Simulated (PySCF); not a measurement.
## Working out the ionisation energy of Ru

Ru [Kr] 4d7 5s1 (5F) → Ru⁺ [Kr] 4d7 (4F). Calculation: PySCF 2.14, in cc-pVTZ-PP with ECP28MDF (5s5p4d2f1g, 63 functions); a scalar-relativistic core potential. Frozen: 4s2 4p6. Energies in hartree (1 hartree = 27.21139 eV):

```csv
part,Ru (lower),Ru⁺ (upper)
UHF,-93.815632,-93.584436
MP2 opposite-spin,-0.103007,-0.091023
MP2 same-spin,-0.083412,-0.065673
```

Question: What does Hartree-Fock give?

Answer: (-93.584436) − (-93.815632) = 0.231196 hartree = 6.291 eV.

Question: What do MP2 and SCS-MP2 (6/5 opposite-spin, 1/3 same-spin) give?

Answer: The opposite-spin parts differ by 0.326 eV and the same-spin parts by 0.483 eV. MP2: 6.291 + (0.326) + (0.483) = 7.100 eV. SCS-MP2: 6.291 + 1.2 × (0.326) + (0.483)/3 = 6.843 eV.

Measured between the centres of the two terms (NIST): 7.365 eV, so MP2 (valence) is off by -0.265 eV.

What remains against the reference includes basis incompleteness, the frozen core and correlation beyond second order.
